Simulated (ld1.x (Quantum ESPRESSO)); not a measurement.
## Before and after: RRKJ potential for phosphorus

ld1.x (Quantum ESPRESSO) 7.5 input, shortened:

```
&input
   title='P', zed=15., rel=1, dft='REVPBE', iswitch=3,
   config='[Ne] 3s1.5 3p3.5'
 /
 &inputp
   pseudotype=2, tm=.false., rho0=0.005, lloc=0,
   nlcc=.true.
 /
2
3P  2  1   3.50   0.00  1.65  1.65  0.0
3S  1  0   1.50   0.00  1.75  1.75  0.0
 &test
   configts(1)='3s1.5 3p3.5'
 /
```

All-electron outer shells of the reference configuration (revPBE, scalar-relativistic, ld1.x):

```
shell  level (eV)  outermost node (bohr)  outermost maximum (bohr)
   2s     -174.89                   0.14                      0.42
   2p     -125.23                      –                      0.36
   3s      -14.30                   0.65                      1.58
   3p       -5.77                   0.64                      1.83
```

Change: all radii but the core radius scaled by about 1.10 (s 1.92, p 1.82 bohr).

Cutoffs: the cutoffs (Ry, on a coarse ladder) from which the occupation-weighted sum of valence levels, in a spherical-Bessel basis at the reference potential, stays within 10 and 1 mRy of its value at 400 Ry; they do not see the model core or the augmentation charge, which bear on the density cutoff. Errors are all-electron minus pseudo energies relative to the spin-unpolarised reference configuration.

Problem. What does the change do?

Solution. The potential gets neither clearly harder nor softer (30 Ry and 45 Ry → 30 Ry and 40 Ry); of the 7 tests that both files solve, the error grows in 6 and shrinks in 0 by more than 15 % and 0.3 meV (median size 13.2 → 25.3 meV); neither file shows a bound ghost. More of the atom is replaced by a form fitted at one configuration, so other configurations suffer.

| quantity | base | changed |
| --- | --- | --- |
| cutoff, loose | 30 Ry | 30 Ry |
| cutoff, tight | 45 Ry | 40 Ry |
| loose cutoff by channel (10 mRy a level) | p 8 Ry, s 15 Ry | p 15 Ry, s 15 Ry |
| bound ghosts | none | none |
| error for 3s2 3p3, meV [ΔE -4.25 eV] | -1.2 | -2.4 |
| error for 3s2 3p2, meV [ΔE 5.46 eV] | +0.9 | +1.1 |
| error for 3s2 3p1, meV [ΔE 24.58 eV] | +24 | +34 |
| error for 3s0 3p5, meV [ΔE 12.93 eV] | -13 | -25 |
| error for 3s1 3p4, meV [ΔE 4.28 eV] | -1.4 | -2.7 |
| error for 3s2 3p0, meV [ΔE 54.28 eV] | +96 | +133 |
| error for 3s1 3p0, meV [ΔE 106.18 eV] | +223 | +275 |
